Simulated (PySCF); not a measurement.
Isomers of C3H10Si. Method used: PBE0-D3(BJ)/def2-SVP geometry optimisation, gas phase (PySCF 2.14.0). One conformer each; no zero-point energy, no entropy. No frequencies were run at this level. Point groups hold within 0.08 Å.

**Question.** Rank from lowest to highest electronic energy at this level (kcal/mol).
A. `CC[SiH2]C` (SiH2MeEt)
B. `CC(C)[SiH3]`
C. trimethylsilane, `C[SiH](C)C`

**Answer.** C (0.0), A (11.1), B (20.2).

```tsv
SMILES	E (Eh)	E rel (kcal/mol)	dipole (D)	point group	A, B, C (MHz)
C[SiH](C)C	-409.41461	0.0	0.61	C3v	5281, 5275, 3124
[H][Si]([H])(C)CC	-409.39684	11.1	0.83	–	14966, 2674, 2437
CC(C)[SiH3]	-409.38235	20.2	0.86	Cs	7382, 4115, 2971
```

**Question.** How do the relative energies change in single points at PBE0/pcSseg-1 (no added dispersion term) on the same geometries?

**Answer.** 
| SMILES | PBE0-D3(BJ)/def2-SVP (kcal/mol) | PBE0/pcSseg-1 (kcal/mol) | shift |
| --- | --- | --- | --- |
| C[SiH](C)C | 0.0 | 0.0 | 0.0 |
| [H][Si]([H])(C)CC | 11.1 | 11.8 | +0.7 |
| CC(C)[SiH3] | 20.2 | 21.8 | +1.6 |

Each column counts from its own lowest isomer. The order is unchanged; the largest shift is 1.6 kcal/mol.
